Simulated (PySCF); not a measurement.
**Question.** Give a PBE0-D3(BJ)/def2-SVP geometry of InChI=1S/C6H5NO2/c8-5-9-6-2-1-3-7-4-6/h1-5H.

**Answer.** 
```
atom  x, y, z in Å
O1     2.0461    1.2508   -1.1731
C2     2.3888    0.4513   -0.3555
O3     1.6088   -0.4000    0.3258
C4     0.2469   -0.5204    0.1708
C5    -0.5751    0.3067   -0.5932
C6    -1.9377    0.0125   -0.5994
C7    -2.4102   -1.0689    0.1391
N8    -1.6161   -1.8532    0.8659
C9    -0.3202   -1.5851    0.8803
H10    3.4348    0.2863   -0.0273
H11   -0.1635    1.1388   -1.1598
H12   -2.6276    0.6278   -1.1810
H13   -3.4782   -1.3129    0.1444
H14    0.3366   -2.2282    1.4774
```

Any rigid rotation of these coordinates is as good. Atoms count from 1 in this order. N8 (pyridine-type nitrogen) is bent (angle 118.1°). The 6-membered ring C4–C5–C6–C7–N8–C9 has internal angles of 117.0° to 123.1° (sum 720°, against 720° for a flat polygon); it is planar, 0.00 Å rms from its mean plane, widest ring torsion 0°. O3 (ester single-bonded oxygen) is bent (angle 125.0°). The C–O distances run from 1.194 Å (O1=C2, drawn double) to 1.376 Å (O3–C4, drawn single), a spread of 0.182 Å.

Bonds between heavy atoms (Å): O1=C2 1.194, C2–O3 1.341, O3–C4 1.376, C4–C5 1.394, C5–C6 1.394, C6–C7 1.392, C7–N8 1.332, N8–C9 1.323, C4–C9 1.399.

Level of theory: PBE0-D3(BJ)/def2-SVP geometry optimisation, gas phase (PySCF).

Point group: near Cs, missed by 0.25 Å at most; the miss may be what the optimiser left on a soft mode. No PBE0-D3(BJ)/def2-SVP frequencies stand behind this structure, so it isn't proved a minimum. One conformer, not necessarily the lowest (O1–C2–O3–C4 2°, C2–O3–C4–C5 -8°).

On Arm Neoverse V1, one thread, shared host, this took 1.7 min wall. This is the geometry optimisation.
